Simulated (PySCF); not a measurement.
Simulation results for Al2BH3N, CH2AlBCl, AlBH5OSi, Al3H4O

Calculation on a computer-drawn molecule: optimised geometry and harmonic frequencies of an isolated molecule of the commonest isotopes, restricted reference for singlets and unrestricted otherwise, frozen core in MP2. Program: PySCF 2.14.0.

Common to all runs: charge 0; multiplicity 2; basis cc-pV(D+d)Z.

(1) Al2BH3N

Start structure:
```xyz
7
Al2BH3N
Al     0.5781     1.2595     3.1734
B     -0.2629     1.2110     1.2142
N     -0.7831     1.1327     0.0754
Al    -1.5064     1.0399    -1.5384
H      1.5089     2.4796     3.5732
H     -0.7295     0.3088    -2.7009
H     -2.9220     1.6870    -1.7976
```

* method: MP2
* rotational constants: 89.97, 1.23, 1.224 GHz
* total energy: -565.0786 hartree
* spin squared: 0.7559
* convergence status largest gradient component: 3.372e-05 hartree/bohr

Drawn bonds:
```tsv
atom	other atom	order
1	2	1
2	3	2
3	4	1
1	5	1
4	6	1
4	7	1
```

Optimised structure:
```xyz
7
Al2BH3N
Al     0.5816     1.2653     3.1749
B     -0.2441     1.2293     1.2306
N     -0.7824     1.1365     0.0686
Al    -1.5224     1.0347    -1.5692
H      1.5180     2.4717     3.6081
H     -0.7298     0.2962    -2.7124
H     -2.9379     1.6848    -1.8013
```

Modes:
```tsv
frequency (cm⁻¹)	reduced mass (dalton)
71.92	6.098
76.85	4.676
98.73	1.06
238.9	7.504
242.1	4.811
352.2	9.703
571.9	1.264
580.6	1.289
641.6	1.175
719.1	8.88
814.4	1.098
1854	10.32
1929	1.061
1988	1.023
1992	1.063
```

(2) CH2AlBCl

Start structure:
```xyz
6
CH2AlBCl
Al    -0.6547     0.7899    -0.4530
C      1.0375    -0.0306     0.0861
B      1.2804    -1.3506     0.2334
Cl     1.2251    -2.9686     0.2958
H     -2.1015    -0.0099    -0.8186
H      1.7017     0.8905     0.2319
```

- method: HF
- rotational constants: 17.28, 1.834, 1.658 GHz
- total energy: -765.1137 hartree
- spin squared: 0.7548
- convergence status largest gradient component: 3.219e-05 hartree/bohr

Drawn bonds:
```tsv
atom	other atom	order
1	2	1
2	3	2
3	4	1
1	5	1
2	6	1
```

Optimised structure:
```xyz
6
CH2AlBCl
Al    -0.6977     0.7831    -0.4591
C      1.0472     0.1550     0.0802
B      1.0848    -1.2175     0.1648
Cl     1.0074    -2.9141     0.2336
H     -1.8137    -0.3265    -0.7230
H      1.8606     0.8406     0.2791
```

Modes:
```tsv
frequency (cm⁻¹)	reduced mass (dalton)
92.1	7.315
252.8	1.287
389.6	9.266
396.5	4.237
567.4	1.109
569.7	1.721
685.5	3.493
741.3	2.602
927.1	1.595
1689	8.893
1906	1.045
3369	1.093
```

(3) CH2AlBCl

Start structure:
```xyz
6
CH2AlBCl
Al    -0.6977     0.7831    -0.4591
C      1.0472     0.1550     0.0802
B      1.0848    -1.2175     0.1648
Cl     1.0074    -2.9141     0.2336
H     -1.8137    -0.3265    -0.7230
H      1.8606     0.8406     0.2791
```

* method: MP2
* rotational constants: 14.57, 2.041, 1.79 GHz
* total energy: -765.5073 hartree
* spin squared: 0.7559
* convergence status largest gradient component: 3.255e-05 hartree/bohr

Drawn bonds:
```tsv
atom	other atom	order
1	2	1
2	3	2
3	4	1
1	5	1
2	6	1
```

Optimised structure:
```xyz
6
CH2AlBCl
Al    -0.6684     0.6977    -0.4461
C      1.1272     0.2009     0.1009
B      1.0574    -1.1848     0.1551
Cl     0.7933    -2.8662     0.1689
H     -1.7129    -0.4820    -0.6854
H      1.8921     0.9550     0.2821
```

Modes:
```tsv
frequency (cm⁻¹)	reduced mass (dalton)
112.3	8.374
261	1.234
331.7	11.34
370.5	4.202
530.5	1.347
541.5	1.085
650.5	7.042
692.7	2.229
824.1	1.803
1641	8.373
1900	1.045
3317	1.098
```

(4) AlBH5OSi

Start structure:
```xyz
9
AlBH5OSi
Al    -1.1274     2.3945    -0.7096
O      0.3393     1.6477    -0.8551
B      1.4885     1.0126    -0.9459
Si     2.8744     1.8051    -2.1602
H     -2.2567     1.9446    -1.7341
H      1.7113     0.0406    -0.3877
H      4.1748     2.0591    -1.5949
H      2.4071     3.0932    -2.8936
H      3.1531     0.8978    -3.3546
```

- method: HF
- rotational constants: 18.05, 1.563, 1.479 GHz
- total energy: -633.3627 hartree
- spin squared: 0.7563
- convergence status largest gradient component: 2.515e-05 hartree/bohr

Drawn bonds:
```tsv
atom	other atom	order
1	2	1
2	3	1
3	4	1
1	5	1
3	6	1
4	7	1
4	8	1
4	9	1
```

Optimised structure:
```xyz
9
AlBH5OSi
Al    -1.2138     2.3838    -0.6449
O      0.2899     1.6335    -0.8868
B      1.4862     1.0451    -1.0173
Si     2.9274     1.8157    -2.2689
H     -2.3724     1.9631    -1.6491
H      1.7110     0.0370    -0.3849
H      4.1864     2.0862    -1.5234
H      2.4948     3.0858    -2.9122
H      3.2550     0.8450    -3.3482
```

Modes:
```tsv
frequency (cm⁻¹)	reduced mass (dalton)
47.56	1.14
54.34	6.813
110.7	2.743
153.2	1.224
249.8	3.976
482.2	1.164
488.1	1.793
645.4	1.176
713	2.539
736.5	3.61
878.9	1.644
989.9	1.122
1023	1.035
1028	1.035
1202	1.275
1432	9.841
1908	1.045
2272	1.049
2273	1.05
2284	1.021
2615	1.089
```

(5) Al3H4O

Start structure:
```xyz
8
Al3H4O
Al     2.3879    -1.8623     2.3127
O      1.5594    -0.3563     1.9139
Al     0.6109     0.9592     1.4247
Al    -1.2647     2.1063     0.3900
H      1.8025    -3.2205     1.9256
H      1.2288     2.4159     1.8193
H     -0.7657     3.5866     0.6943
H     -2.5668     1.9323    -0.4624
```

- method: HF
- rotational constants: 9.743, 1.164, 1.063 GHz
- total energy: -803.0135 hartree
- spin squared: 0.7563
- convergence status largest gradient component: 1.41e-06 hartree/bohr

Drawn bonds:
```tsv
atom	other atom	order
1	2	1
2	3	1
3	4	1
1	5	1
3	6	1
4	7	1
4	8	1
```

Optimised structure:
```xyz
8
Al3H4O
Al     1.8903    -1.9459     1.5678
O      1.4381    -0.3300     1.4117
Al     1.1239     1.3275     1.2836
Al    -1.2640     2.1302     0.5557
H      1.5396    -2.6904     2.9380
H      2.3370     2.2980     1.6216
H     -2.3757     2.5520     1.6115
H     -1.6969     2.2198    -0.9720
```

Modes:
```tsv
frequency (cm⁻¹)	reduced mass (dalton)
41.06	1.054
62.01	3.013
75.39	1.474
116.4	3.875
168.5	7.562
327.6	1.089
342.9	6.821
505.4	1.34
539.7	3.327
567.2	1.432
665	1.249
731.1	1.192
854.3	1.073
1079	15.27
1872	1.044
1930	1.037
1942	1.057
1954	1.032
```
